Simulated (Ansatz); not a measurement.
In₃P₂Cl₃. Total charge 0; singlet. Geometry PBE-D4/def2-SVP.

```xyz
8

In    2.3434   -0.7841   -0.1827
In   -1.2351    0.8726    0.1028
In   -1.2337   -2.8287   -0.0760
P     2.4076    2.2224    0.0205
P     0.6404    3.0624    0.1187
Cl    0.0297   -0.7267   -1.7624
Cl    0.2267   -0.8961    1.6468
Cl   -3.1788   -0.9218    0.1324
```

In the def2 sets In takes a core potential; there is no spin–orbit coupling. The restricted singlet is unstable towards broken spin symmetry in Hartree–Fock (as tested in another run); at BLYP-D4/def2-TZVP, r2SCAN-D4/def2-TZVP, PBE0-D4/def2-SVP, PBE0-D4/def2-TZVP and others this wasn't settled. Another isomer (singlet) lies 0.08 eV lower at BLYP-D4/def2-TZVP; other spin states weren't run for this one.

**Question.** Estimate the orbital energies around the gap (eV) in Ansatz with BLYP-D4/def2-TZVP, r2SCAN-D4/def2-TZVP, PBE0-D4/def2-SVP, PBE0-D4/def2-TZVP, PBE0-D4/def2-TZVPD.

**Answer.** 
```tsv
orbital	BLYP-D4/def2-TZVP	r2SCAN-D4/def2-TZVP	PBE0-D4/def2-SVP	PBE0-D4/def2-TZVP	PBE0-D4/def2-TZVPD
HOMO−9	-7.77	-8.42	-9.30	-9.35	-9.35
HOMO−8	-7.71	-8.31	-9.16	-9.20	-9.21
HOMO−7	-7.36	-7.98	-8.82	-8.87	-8.88
HOMO−6	-7.15	-7.79	-8.65	-8.72	-8.74
HOMO−5	-6.95	-7.58	-8.42	-8.53	-8.54
HOMO−4	-6.94	-7.44	-8.25	-8.26	-8.27
HOMO−3	-6.80	-7.33	-8.03	-8.02	-8.03
HOMO−2	-6.34	-6.74	-7.32	-7.38	-7.39
HOMO−1	-6.16	-6.58	-7.15	-7.22	-7.23
HOMO	-5.36	-5.69	-6.14	-6.21	-6.22
LUMO	-3.62	-3.80	-3.02	-3.09	-3.11
LUMO+1	-3.46	-3.63	-2.99	-3.07	-3.09
LUMO+2	-1.98	-1.89	-1.35	-1.44	-1.47
LUMO+3	-1.71	-1.64	-1.08	-1.21	-1.24
LUMO+4	-1.47	-1.40	-0.77	-0.90	-0.94
LUMO+5	-1.26	-1.15	-0.54	-0.71	-0.77
```
